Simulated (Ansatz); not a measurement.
Ansatz (a program for electronic structure) job for CF3, SMILES F[C](F)F, multiplicity 2, PBE-D3(BJ)/def2-TZVP. 

Ansatz 0.2 input:
```yaml
crystal:
  periodic: [false, false, false]
  atoms:
    - {symbol: F, position_ang: [-1.08994006, -0.62927719, -0.07313275]}
    - {symbol: C, position_ang: [-0.00000000, -0.00000000, 0.32909739]}
    - {symbol: F, position_ang: [1.08994006, -0.62927719, -0.07313275]}
    - {symbol: F, position_ang: [0.00000000, 1.25855438, -0.07313275]}
basis:
  gaussian:
    orbitals: def2-TZVP
hamiltonian:
  xc: pbe
  dispersion: d3bj
magnetization: {spin_polarized: true, initial_magnetization: 1}
relax: {f_tol: 0.002, max_steps: 200}
```

Log of the run:

```
WARN ansatz: RAYON_NUM_THREADS=1 ignored (pool sized by the plan → 1); use --threads N
Functional definition: PBE
integrals: 0.03 GiB planned
648 factors; their error is unknown
mean field: 0.36 GiB planned
mean field evaluation 1: about -9179.5879 eV, gradient 2.5e1 eV
mean field evaluation 2: about -9177.2559 eV, gradient 3.9e1 eV
mean field evaluation 4: about -9181.0422 eV, gradient 7.2e-1 eV
mean field evaluation 8: about -9181.0331 eV, gradient 1.9e-1 eV
mean field evaluation 16: about -9181.0332 eV, gradient 7.8e-6 eV
mean field -9181.03319087 eV, -337.3967466365 hartree, gradient 7.8e-6 eV, S^2 0.751381; 0 other end points of the search recorded, 0 dependent functions left out
the calculation of the forces begins
reference -9181.03321035 eV, -337.3967473525 hartree; 17, 16 occupied and 107, 108 virtual orbitals, 648 factors
relax step   1: F+E_penalty+E_count = -9181.06593634 eV  Δ(F+E_penalty+E_count) = +0.000e0 eV  max|allowed force component| = 5.443e-1 eV/Å  Δτ_max = 0.0000 Å  (28 SCF iters, accepted)
these checks for a lower state are left out or cut short: starts, cluster_reference, orbital_swaps, neighbouring_geometries, increment
integrals: 0.03 GiB planned
648 factors; their error is unknown
mean field: 0.36 GiB planned
mean field -9181.04075342 eV, -337.3970245553 hartree, gradient 5.9e-6 eV, S^2 0.751393; 0 other end points of the search recorded, 0 dependent functions left out
the calculation of the forces begins
reference -9181.04077287 eV, -337.3970252701 hartree; 17, 16 occupied and 107, 108 virtual orbitals, 648 factors
relax step   2: F+E_penalty+E_count = -9181.07346887 eV  Δ(F+E_penalty+E_count) = -7.533e-3 eV  max|allowed force component| = 2.259e-1 eV/Å  Δτ_max = 0.0075 Å  (32 SCF iters, accepted)
these checks for a lower state are left out or cut short: starts, cluster_reference, orbital_swaps, neighbouring_geometries, increment
integrals: 0.03 GiB planned
648 factors; their error is unknown
mean field: 0.36 GiB planned
mean field evaluation 32: about -9181.0424 eV, gradient 6.0e-6 eV
mean field -9181.04237525 eV, -337.3970841566 hartree, gradient 6.0e-6 eV, S^2 0.751405; 0 other end points of the search recorded, 0 dependent functions left out
the calculation of the forces begins
reference -9181.04239467 eV, -337.3970848699 hartree; 17, 16 occupied and 107, 108 virtual orbitals, 648 factors
relax step   3: F+E_penalty+E_count = -9181.07507595 eV  Δ(F+E_penalty+E_count) = -1.607e-3 eV  max|allowed force component| = 2.528e-2 eV/Å  Δτ_max = 0.0038 Å  (32 SCF iters, accepted)
these checks for a lower state are left out or cut short: starts, cluster_reference, orbital_swaps, neighbouring_geometries, increment
integrals: 0.03 GiB planned
648 factors; their error is unknown
mean field: 0.36 GiB planned
mean field -9181.04238923 eV, -337.3970846702 hartree, gradient 6.0e-6 eV, S^2 0.751405; 0 other end points of the search recorded, 0 dependent functions left out
the calculation of the forces begins
reference -9181.04240864 eV, -337.3970853836 hartree; 17, 16 occupied and 107, 108 virtual orbitals, 648 factors
relax step   4: F+E_penalty+E_count = -9181.07508882 eV  Δ(F+E_penalty+E_count) = -1.287e-5 eV  max|allowed force component| = 2.577e-3 eV/Å  Δτ_max = 0.0008 Å  (34 SCF iters, accepted)
these checks for a lower state are left out or cut short: starts, cluster_reference, orbital_swaps, neighbouring_geometries, increment
integrals: 0.03 GiB planned
648 factors; their error is unknown
mean field: 0.36 GiB planned
mean field -9181.04238928 eV, -337.3970846718 hartree, gradient 2.7e-5 eV, S^2 0.751405; 0 other end points of the search recorded, 0 dependent functions left out
the calculation of the forces begins
reference -9181.04240869 eV, -337.3970853853 hartree; 17, 16 occupied and 107, 108 virtual orbitals, 648 factors
relax step   5: F+E_penalty+E_count = -9181.07508906 eV  Δ(F+E_penalty+E_count) = -2.413e-7 eV  max|allowed force component| = 4.948e-6 eV/Å  Δτ_max = 0.0001 Å  (19 SCF iters, accepted)
integrals: 0.03 GiB planned
648 factors; their error is unknown
mean field: 0.36 GiB planned
mean field evaluation 64: about -9181.0424 eV, gradient 8.8e-6 eV
mean field -9181.04238928 eV, -337.3970846718 hartree, gradient 2.7e-5 eV, S^2 0.751405; 1 other end points of the search recorded, 0 dependent functions left out
the calculation of the forces begins
reference -9181.04240869 eV, -337.3970853853 hartree; 17, 16 occupied and 107, 108 virtual orbitals, 648 factors
Total energy: -9181.07510848 eV, -337.3982870803 hartree
Atom 0 at    -1.099595    -0.634852    -0.073385 Å, force     0.000002     0.000001     0.000002 eV/Å
Atom 1 at    -0.000000     0.000002     0.329853 Å, force    -0.000000     0.000001    -0.000005 eV/Å
Atom 2 at     1.099595    -0.634852    -0.073385 Å, force    -0.000002     0.000001     0.000002 eV/Å
Atom 3 at    -0.000000     1.269701    -0.073384 Å, force    -0.000000    -0.000004     0.000002 eV/Å
Dipole moment:    -0.000000     0.000006     0.031366 e Å
```

The run converged.

Cost: about 15 core-seconds (a rough figure).
